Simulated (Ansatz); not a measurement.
Basis-set extrapolation for FH8N3OSi2 (`N[Si@H](O)N[Si@@H](N)F`) (PBE0-D4/def2-TZVP geometry, frozen core, the Gaussian-basis code of Ansatz). Multiplicity 1, RHF reference.

```tsv
	def2-TZVPP	def2-QZVPP
HF	-920.632755	-920.668882
MP2 correlation	-1.369084	-1.479183
CCSD(T) correlation	-1.458357	not run
```

Energies in hartree. Use E(X) = E(∞) + A·exp(−7.88·√X) for Hartree–Fock and E(X) = E(∞) + B·X^(−2.97) for correlation, with X = 3 and 4, and add CCSD(T) minus MP2 of the smaller set to the MP2 limit.

**Question.** What is the CCSD(T) energy at the basis-set limit?

**Answer.** HF limit: -920.668882 + (-0.036127) × 0.13774 = -920.67386. MP2 limit: -1.479183 + (-0.110099) × 0.74074 = -1.56074. Higher-order term: -1.458357 − (-1.369084) = -0.08927. Total: -922.32387 hartree, 611.1 kJ/mol below CCSD(T)/def2-TZVPP.
